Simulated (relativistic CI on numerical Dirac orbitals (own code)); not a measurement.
**Ligand-field terms of d1**

Computed with a parametric ligand-field model of a d^n configuration (Racah B and C, spin-orbit zeta, crystal field), exact diagonalisation.

Field parameters in Wybourne normalisation: Td as Oh with Dq negative (B⁴₀ = 21Dq, B⁴₄ = √(5/14) B⁴₀). The field is a parameter set, without covalency.

B = 1060 cm⁻¹, C = 5120 cm⁻¹ (C/B = 4.83), Td, no spin-orbit coupling. Tanabe-Sugano data, E/B above the lowest term (Δ = |10Dq|; b, c mark the second and third term of a kind):

```csv
Δ/B,2E,2T2
1.0,0.00,1.00
1.9,0.00,1.90
2.8,0.00,2.80
3.7,0.00,3.70
4.6,0.00,4.60
5.5,0.00,5.50
6.4,0.00,6.40
7.3,0.00,7.30
8.2,0.00,8.20
9.1,0.00,9.10
10.0,0.00,10.00
10.9,0.00,10.90
11.8,0.00,11.80
12.7,0.00,12.70
13.6,0.00,13.60
14.5,0.00,14.50
15.4,0.00,15.40
16.3,0.00,16.30
17.2,0.00,17.20
18.1,0.00,18.10
19.0,0.00,19.00
19.9,0.00,19.90
20.8,0.00,20.80
21.7,0.00,21.70
```

The ground term stays 2E.
